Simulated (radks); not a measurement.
Results of a calculation; reference values are marked as such.
La+, configuration [Xe] 5d2.

Code: a radial shooting solver on a logarithmic mesh with Libxc functionals. Model: scalar-relativistic Kohn-Sham, PBEsol, spin-polarised, spherical densities, finite nucleus; open shells are filled with parallel spins first (spin-orbit coupling, left out, can overturn this in heavy ions); Fermi nuclear charge, rms radius 4.855 fm.

Energy parts (eV):
| part | energy |
|---|---|
| total | -231009.18 |
| kinetic | 244314.16 |
| electron-nucleus | -558921.80 |
| Hartree | 89034.66 |
| exchange-correlation | -5436.20 |

Orbitals (lengths in bohr, moments of r in powers of bohr; r(max) is where P^2 peaks; r(90%) holds 90 % of the orbital's charge):
\begin{tabular}{lrrrrr}
orbital & occ. & eigenvalue (eV) & r(90%) & <1/r> & r(max) \\ \hline
1s down & 1 & -38734.06 & 0.0452 & 61.99 & 0.01608 \\
1s up & 1 & -38734.06 & 0.0452 & 61.99 & 0.01608 \\
2s up & 1 & -6169.554 & 0.166 & 14.27 & 0.09098 \\
2s down & 1 & -6169.502 & 0.166 & 14.27 & 0.09098 \\
2p up & 3 & -5531.098 & 0.153 & 13.55 & 0.07314 \\
2p down & 3 & -5531.059 & 0.153 & 13.55 & 0.07314 \\
3s up & 1 & -1322.228 & 0.419 & 5.167 & 0.2605 \\
3s down & 1 & -1322.202 & 0.419 & 5.168 & 0.2605 \\
3p up & 3 & -1118.323 & 0.424 & 4.899 & 0.2549 \\
3p down & 3 & -1118.295 & 0.424 & 4.899 & 0.2549 \\
3d up & 5 & -825.0417 & 0.407 & 4.646 & 0.2101 \\
3d down & 5 & -824.9991 & 0.407 & 4.646 & 0.2101 \\
4s up & 1 & -269.7499 & 0.940 & 2.151 & 0.6083 \\
4s down & 1 & -269.6726 & 0.940 & 2.151 & 0.6083 \\
4p up & 3 & -203.4143 & 1.01 & 1.984 & 0.6354 \\
4p down & 3 & -203.3446 & 1.01 & 1.984 & 0.6355 \\
4d up & 5 & -107.4132 & 1.15 & 1.724 & 0.6718 \\
4d down & 5 & -107.3426 & 1.15 & 1.724 & 0.6719 \\
5s up & 1 & -42.9139 & 2.25 & 0.8446 & 1.412 \\
5s down & 1 & -42.3460 & 2.23 & 0.8514 & 1.406 \\
5p up & 3 & -26.6162 & 2.67 & 0.7166 & 1.596 \\
5p down & 3 & -25.7986 & 2.63 & 0.7255 & 1.585 \\
5d up & 2 & -7.6209 & 4.43 & 0.4523 & 2.255 \\
5d down & 0 & -6.3848 & 4.45 & 0.4562 & 2.213 \\
\end{tabular}

The highest occupied level is 5d up at -7.621 eV. The density falls to 0.001 e/bohr^3 at r = 4.39 bohr. Spin moment in Bohr magnetons: 2. The electron density at the nucleus is 3.642e+05 e/bohr^3 (large components only). For comparison, the ionisation energy in NIST's Atomic Spectra Database is 11.185 eV (measured). In exact Kohn-Sham theory the highest level is minus the ionisation energy, but local and semilocal functionals leave it too shallow, through self-interaction and a potential that decays too fast; potentials with the right tail come closer.
